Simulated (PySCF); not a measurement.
**Kr⁺: ionisation energy**

Kr⁺ [Ar] 3d10 4s2 4p5 (2P) → Kr²⁺ [Ar] 3d10 4s2 4p4 (3P), as a difference of total energies. All numbers are calculated (PySCF 2.14, scalar relativity by spin-free X2C-1e, in Sapporo-DKH3-DZP-2012). Correlated levels: valence: [Ar] 3d10 frozen. The calculations carry no spin-orbit coupling.

| method | ionisation energy (eV) |
| --- | --- |
| UHF | 23.285 |
| BP86 | 24.510 |
| PBE | 24.364 |
| MP2 (valence) | 23.883 |
| SCS-MP2 (valence) | 23.853 |
| CCSD (valence) | 23.839 |
| CCSD(T) (valence) | 23.847 |

**Question.** How much does correlation contribute at CCSD(T) (valence)?

**Answer.** 23.847 − (23.285) = 0.562 eV, measured against UHF.

The reference lies between the lowest fine-structure levels, while these numbers refer to the centres of the terms.

Errors of the correlated levels include the incompleteness of this basis and the frozen core.

For comparison: 24.360 eV (measured; NIST Atomic Spectra Database, ionization energies).
